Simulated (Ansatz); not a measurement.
What each rung costs, and what it gives

The pair of Br⁻ (SMILES [Br-], atom 1) and SiH₄O (SMILES [SiH3]O, atoms 2–7), both closed shells, in one local arrangement (a lower one may exist), relaxed at PBE0-D4/def2-TZVPD:

```csv
atom,x (Å),y (Å),z (Å)
Br1,0.9311,0.6799,-2.6770
Si2,0.0406,-0.0943,-0.0270
O3,-0.4547,-0.6356,1.5264
H4,0.9712,1.0197,0.2903
H5,0.6326,-1.3611,-0.5025
H6,-1.2361,0.3413,-0.6497
H7,-0.8848,0.0501,2.0394
```

Interaction energies are counterpoise-corrected; the time is that of the whole pair.

Ansatz 0.2.0; basis: as named in each row; cores frozen in the correlated methods. Filled d shells of the heavier atoms are correlated. The def2 sets are not built for correlating such inner shells, so the correlated values are less sure here. B3LYP uses VWN-RPA correlation. Extrapolation: Hartree–Fock as exp(−7.88 √X), correlation as X^−2.97.

Times are rough, for one single point on 4 threads of a shared host (Arm Neoverse V1).

The estimate by CCSD(T) at an estimated basis limit (MP2 extrapolated from triple and quadruple zeta, plus CCSD(T) − MP2 in triple zeta) is -65.4 kJ/mol.

```json
{"method": "HF", "basis": "STO-3G", "time (s)": "under 1", "interaction energy (kJ/mol)": "0.1", "method less estimate": "65.5"}
{"method": "PBE-D4", "basis": "STO-3G", "time (s)": "under 1", "interaction energy (kJ/mol)": "-18.8", "method less estimate": "46.6"}
{"method": "SPW92", "basis": "def2-SVP", "time (s)": "under 1", "interaction energy (kJ/mol)": "-91.5", "method less estimate": "-26.1"}
{"method": "PBE-D4", "basis": "def2-SVP", "time (s)": "under 1", "interaction energy (kJ/mol)": "-75.4", "method less estimate": "-10.0"}
{"method": "B3LYP-D4", "basis": "6-31G", "time (s)": "under 1", "interaction energy (kJ/mol)": "-51.2", "method less estimate": "14.1"}
{"method": "PBE0-D4", "basis": "def2-SVP", "time (s)": "under 1", "interaction energy (kJ/mol)": "-75.2", "method less estimate": "-9.8"}
{"method": "PBE-D4", "basis": "def2-TZVPPD", "time (s)": "2", "interaction energy (kJ/mol)": "-70.0", "method less estimate": "-4.6"}
{"method": "revPBE-D4", "basis": "def2-TZVPPD", "time (s)": "2", "interaction energy (kJ/mol)": "-66.6", "method less estimate": "-1.2"}
{"method": "CCSD(T)", "basis": "def2-SVP", "time (s)": "2", "interaction energy (kJ/mol)": "-51.2", "method less estimate": "14.2"}
{"method": "BLYP-D4", "basis": "def2-TZVPPD", "time (s)": "2", "interaction energy (kJ/mol)": "-58.6", "method less estimate": "6.8"}
{"method": "B3LYP-D4", "basis": "def2-TZVPPD", "time (s)": "2", "interaction energy (kJ/mol)": "-60.0", "method less estimate": "5.4"}
{"method": "PBE0-D4", "basis": "def2-TZVPPD", "time (s)": "2", "interaction energy (kJ/mol)": "-69.0", "method less estimate": "-3.6"}
{"method": "wB97M-V", "basis": "def2-SVP", "time (s)": "3", "interaction energy (kJ/mol)": "-71.0", "method less estimate": "-5.6"}
{"method": "r2SCAN-D4", "basis": "def2-TZVPPD", "time (s)": "3", "interaction energy (kJ/mol)": "-66.3", "method less estimate": "-1.0"}
{"method": "HSE06-D4", "basis": "def2-TZVPPD", "time (s)": "3", "interaction energy (kJ/mol)": "-69.0", "method less estimate": "-3.6"}
{"method": "B2PLYP", "basis": "def2-TZVPPD", "time (s)": "4", "interaction energy (kJ/mol)": "-53.5", "method less estimate": "11.9"}
{"method": "wB97X-V", "basis": "def2-TZVPPD", "time (s)": "6", "interaction energy (kJ/mol)": "-62.5", "method less estimate": "2.8"}
{"method": "B97M-V", "basis": "def2-TZVPPD", "time (s)": "6", "interaction energy (kJ/mol)": "-61.8", "method less estimate": "3.6"}
{"method": "wB97M-V", "basis": "def2-TZVPPD", "time (s)": "8", "interaction energy (kJ/mol)": "-65.2", "method less estimate": "0.1"}
{"method": "MP2", "basis": "def2-QZVPPD", "time (s)": "16", "interaction energy (kJ/mol)": "-64.2", "method less estimate": "1.1"}
{"method": "CCSD(T)", "basis": "def2-TZVPPD", "time (s)": "87", "interaction energy (kJ/mol)": "-57.5", "method less estimate": "7.8"}
```

T1 diagnostic: at most 0.012.
